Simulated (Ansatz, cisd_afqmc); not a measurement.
System: Si, charge 0, triplet.

Total energies in def2-SVPD, 4 correlated electrons, 5 frozen orbitals. Radicals and triplets start from unrestricted determinants; spin-orbit coupling is neglected. Correlated methods leave the cores frozen. No relativity. The Monte Carlo rows (phaseless AFQMC, CISD trial, step 0.005/hartree) carry one-sigma bars that omit the constraint's bias. Outlying blocks are dropped, and bars are widened where a walk drifts. Over all cases where full CI ran beside it in this data, AFQMC minus full CI had a median of +0.1 mEh and passed +0.4 mEh in a tenth of the cases. Full CI freezes restricted core orbitals and the other rows unrestricted ones, which leaves a small offset even where coupled cluster is exact.

```
method         program         energy (Eh)  error against FCI (mEh)
----------  ----------  ------------------  -----------------------
HF              Ansatz          -288.75424                    68.11
MP2             Ansatz          -288.80105                    21.29
CCSD            Ansatz          -288.82047                     1.88
CCSD(T)         Ansatz          -288.82179                     0.55
CCSDT(Q)        Ansatz          -288.82234                     0.01
CCSDTQ          Ansatz          -288.82236                    -0.01
AFQMC/CISD  cisd_afqmc  -288.8222 ± 0.0002                0.1 ± 0.2
FCI             Ansatz          -288.82235                     0.00
```

Ansatz is an electronic-structure program.
